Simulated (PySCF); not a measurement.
Cl2HOSb, SMILES [Cl][Sb]([OH])[Cl].

Coordinates come from a B3LYP-D3(BJ)/def2-SVP optimisation. The def2 effective core potentials stand for the cores of Sb; spin–orbit coupling is left out. The values are those of a single conformer.

These are C-PCM-B3LYP/def2-SVP (PySCF) values and carry that method's errors.

The values are the electrostatic part of the solvation free energy, E(continuum) − E(gas) at the gas-phase geometry, in a cavity of scaled van der Waals radii (PySCF's table); cavitation and dispersion terms are not included. A continuum can't describe solvent molecules that bind to the metal. In vacuum the orbital gap is 6.34 eV. The dipole moment in vacuum is 1.66 D.

```csv
solvent,ε,ΔG(elec) (kcal/mol),dipole (D),gap (eV)
water,78.36,…,…,…
ethylethanoate,5.99,-5.8,2.23,6.44
1-octanol,9.86,-6.3,2.29,6.45
```

Question: What belongs in the gaps? (An estimate is asked for; the answer gives what the named calculation found.)

Answer: 
- water, ΔG(elec) (kcal/mol): -7.0
- water, dipole (D): 2.37
- water, gap (eV): 6.46
